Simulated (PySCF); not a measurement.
## How methods differ on the ionisation energy of Ge+

Ge+ [Ar] 3d10 4s2 4p1 (2P) → Ge(2+) [Ar] 3d10 4s2 (1S), as a difference of total energies. Computed with PySCF 2.14 in def2-TZVP (6s5p4d1f, 48 functions), with the non-relativistic Hamiltonian (point nucleus). Correlated levels: valence: [Ar] 3d10 frozen. The calculations carry no spin-orbit coupling.

```csv
method,ionisation energy (eV)
UHF,15.224
B3LYP,15.832
r2SCAN,15.943
MP2 (valence),15.456
CCSD (valence),15.527
```

Estimate what CCSD(T) (valence) gives.

15.549 eV, closest to CCSD (valence) among the rows shown.

Estimate what SCS-MP2 (valence) gives.

15.443 eV, closest to MP2 (valence) among the rows shown.

These non-relativistic numbers lack the scalar-relativistic shift.

Errors of the correlated levels include the incompleteness of this basis and the frozen core.

For comparison: 15.789 eV (measured; NIST levels, between the centres of gravity of the two terms).
